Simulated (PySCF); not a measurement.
BCl2H2N. Atoms are numbered in the order given.

```xyz
6

B      0.0000     0.0000    -0.3493
Cl     0.0000     1.5254     0.5437
Cl     0.0000    -1.5254     0.5437
N      0.0000     0.0000    -1.7398
H      0.0000    -0.8557    -2.2805
H      0.0000     0.8557    -2.2805
```
Charge 0, spin multiplicity 1.

Coordinates come from a ωB97X-D3(BJ)/def2-SVP optimisation. Other conformers were not sampled.

All values below come from M06-2X/def2-TZVPD (PySCF).

Isolated molecule, no solvent.

```yaml
total_energy: -1001.34344 hartree
point_group: C2v
highest_occupied_level: -10.00 eV
lowest_empty_level: -0.13 eV
orbital_gap: 9.87 eV
dipole_moment: 2.76 D
quadrupole, principal values (traceless, Buckingham form, about the centre of nuclear charge): -3.68, -2.93, 6.61 D·Å
mean_static_polarisability: 51.0 bohr³ (7.56 Å³)
polarisability_principal_values: 39.1, 54.9, 59.1 bohr³
```
